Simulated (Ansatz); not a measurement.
Reaction (redistribution): `C[O][Ge]([O]C)([O]C)[Se]C` + `[CH3][Ge]([OH])([F])[Cl]` → `C[Se][Ge]([CH3])([F])[Cl]` + `C[O][Ge]([OH])([O]C)[O]C`

Program: Ansatz. Geometries: PBE0-D4/def2-TZVP. ΔE: electronic, gas phase. CCSD(T)/CBS is the MP2 limit (def2-TZVPP, def2-QZVPP) plus CCSD(T) − MP2 in def2-TZVPP, frozen cores. Functionals use def2-TZVPP. B3LYP here is the variant with VWN-RPA as its local correlation; programs differ in this. For Ge, Se outer-core shells are correlated without core-valence functions, which leaves a few kJ/mol of doubt a bond. Scalar relativity is left out up to krypton. One conformer a species, not always the lowest.

Task: Is it downhill or uphill in electronic energy at CCSD(T)/CBS, and by how much? (Estimate.)

Result: The calculation gave: Uphill: ΔE = +14.3 kJ/mol.

Task: What do these levels give: PBE0-D4, B3LYP-D4, ωB97M-V, PBE-QIDH, BLYP, r2SCAN, PBE0, r2SCAN0, BHLYP, LC-ωPBE, CCSD(T)/def2-TZVPP, CCSD/CBS(def2)? (An estimate is asked.)

Result: Computed: PBE0-D4 14.7, B3LYP-D4 14.9, ωB97M-V 14.9, PBE-QIDH 13.8, BLYP 11.7, r2SCAN 13.9, PBE0 12.2, r2SCAN0 12.4, BHLYP 9.9, LC-ωPBE 13.6, CCSD(T)/def2-TZVPP 14.9, CCSD/CBS(def2) 12.8 kJ/mol.

Largest T1 diagnostic among the species: 0.012.

In def2-TZVPP, CCSD(T) changes the Hartree–Fock value by +8.4 kJ/mol (the triples alone add +1.5 kJ/mol) and MP2 by +9.9 kJ/mol. Leaving LDA and LC-ωPBE aside and taking each functional with its dispersion term where it has one, the values, not all of them listed here, spread over 3.8 kJ/mol, from BHLYP-D4 to revPBE-D4. LDA lies +4.0 kJ/mol from PBE without D4. The D4 term adds +3.8 kJ/mol with B3LYP and +2.4 kJ/mol with PBE0; it sums over pairs of atoms, weighted by their polarisabilities, and B3LYP, whose exchange is more repulsive, gets the larger term.
